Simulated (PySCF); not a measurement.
**Electron correlation in S²⁺ (sulfur, charge +2)**

[Ne] 3s2 3p2, high-spin 3P determinant. Computed with PySCF 2.14 in cc-pV(T+d)Z (5s4p3d1f, 39 functions), with the non-relativistic Hamiltonian (point nucleus). Frozen: [Ne]; 4 electrons correlated.

MP2 pair energies summed by pair of shells (mhartree):

| pair | energy | share (%) |
| --- | --- | --- |
| 3s-3p | -42.42 | 62.8 |
| 3s-3s | -17.99 | 26.6 |
| 3p-3p | -7.10 | 10.5 |

Total MP2 correlation energy: -67.52 mhartree.

Same-spin part -11.19 and opposite-spin part -56.33 mhartree; SCS-MP2 scales them by 1/3 and 6/5 to -71.32 mhartree.

```
  level  correlation energy (mhartree)
   CCSD                         -89.70
    (T)                          -2.18
CCSD(T)                         -91.88
```

Diagnostics: T1 = 0.0086, D1 = 0.0221, largest double amplitude 0.105.

Q: Is a single reference adequate?

A: Mostly. T1 lies below 0.03, but a double amplitude of this size points to a near-degeneracy that CCSD handles and MP2 describes poorly.
